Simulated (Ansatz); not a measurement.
The cluster CuCl₂⁻: single points at one geometry.

```yaml
crystal:
  periodic: [false, false, false]
  atoms:
    - {symbol: Cu, position_ang: [0.000048, 0.000202, 0.000296]}
    - {symbol: Cl, position_ang: [1.261094, 1.131309, -1.170632]}
    - {symbol: Cl, position_ang: [-1.261152, -1.131511, 1.170336]}
basis:
  gaussian: {orbitals: def2-TZVPD, initial_orbitals: start.molden}
total_charge: -1
magnetization: {spin_polarized: true, initial_magnetization: 2}
hamiltonian: {xc: r2scan, dispersion: d4}
scf: {omitted_lower_state_checks: [starts]}
output: {orbitals: {seedname: orbitals}}
```

The file start.molden holds the orbitals of an earlier run on this structure, at another level or in another basis.

```sh
$ ansatz run in.yaml --threads 4 --pin off --events-out ev --progress --plain --max-ram 3916MiB
```

Output, abridged:

```
Functional definition: r2SCAN
1029 factors; their error is unknown
mean field evaluation 1: about -69686.5682 eV, gradient 6.9e0 eV
mean field evaluation 2: about -69686.6773 eV, gradient 4.2e-1 eV
mean field evaluation 4: about -69686.7408 eV, gradient 5.2e-2 eV
mean field evaluation 8: about -69686.7223 eV, gradient 1.2e-3 eV
mean field evaluation 16: about -69686.7223 eV, gradient 6.2e-6 eV
mean field -69686.72229733 eV, -2560.9398090700 hartree, gradient 5.2e-6 eV, S^2 2.002964; 0 other end points of the search recorded, 0 dependent functions left out
reference -69686.72232552 eV, -2560.9398101060 hartree; 33, 31 occupied and 107, 109 virtual orbitals, 1029 factors
Total energy: -69686.73926842 eV, -2560.9404327461 hartree
Checks for a lower state left out: starts
```

Hardware: 4 threads of INTEL XEON PLATINUM 8581C on a shared host. Wall time 11 s.

First input, but with `hamiltonian: {xc: pbe, dispersion: d4}` (abridged; 3.9 s):

```
Functional definition: PBE
mean field -69672.00428134 eV, -2560.3989319586 hartree, gradient 6.8e-6 eV, S^2 2.001130
Total energy: -69672.08186564 eV, -2560.4017831290 hartree
Checks for a lower state left out: starts
```

The first input with `gaussian: {orbitals: def2-TZVPD}`, `hamiltonian: {xc: pbe0, dispersion: d4}` (abridged; 17 s):

```
Functional definition: PBE0
mean field evaluation 16: about -69673.5391 eV, gradient 1.3e-3 eV
mean field evaluation 32: about -69673.5394 eV, gradient 1.9e-1 eV
mean field -69673.54333204 eV, -2560.4554910286 hartree, gradient 4.2e-6 eV, S^2 2.003473; 1 other end points of the search recorded, 0 dependent functions left out
Total energy: -69673.60985511 eV, -2560.4579357065 hartree
Checks for a lower state left out: starts
```

Geometry: PBE0-D4/def2-TZVP, that of the neutral doublet.

At r2SCAN-D4/def2-TZVPD, PBE-D4/def2-TZVPD, PBE0-D4/def2-TZVPD the highest occupied level of the charge -1 triplet lies above zero (up to 1.86 eV). By energy differences it is unbound by 0.20 eV (vertical, against the charge 0 doublet, at PBE-D4/def2-TZVPD) and held by the finite basis. At PBE-D4/def2-TZVPD the gap within one spin of the charge -1 triplet nearly closes, so an electron or hole may be smeared out by delocalisation error. At PBE0-D4/def2-TZVPD a singlet of charge -1 lies 4.40 eV below the triplet at the same geometry. The structure comes from a short search, and lower isomers may exist.
